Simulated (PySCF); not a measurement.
Energy of Os (osmium, neutral) between two integer charges

The 6s beta orbital of [Xe] 4f14 5d6 6s2 is emptied in steps (occupation f), with all orbitals relaxed, ending at [Xe] 4f14 5d6 6s1. Computed with PySCF 2.14 in def2-TZVPPD with the def2 core potential (60 electrons) (6s5p3d2f1g, 59 functions), with scalar relativity through the core potential. The exact energy is a straight line in f; departures are measured from the line between the end points of the same method.

| f | BHandHLYP (eV) |
| --- | --- |
| 1 | 0.000 |
| 0.9 | -0.141 |
| 0.7 | -0.333 |
| 0.5 | -0.402 |
| 0.3 | -0.343 |
| 0.1 | -0.149 |
| 0 | 0.000 |

```
   method  E(f=0) − E(f=1) (eV)  −ε at f=1 (eV)  −ε at f=0.5 (eV)
BHandHLYP                 8.110           6.549             8.081
```

Orbital energy along the path (eV):

```tsv
f	BHandHLYP
1	-6.549
0.9	-6.847
0.7	-7.455
0.5	-8.081
0.3	-8.735
0.1	-9.428
0	-9.766
```

Reference removal energy between the ground levels: 8.438 eV (measured; NIST Atomic Spectra Database, ionization energies). The calculation has no spin-orbit coupling.
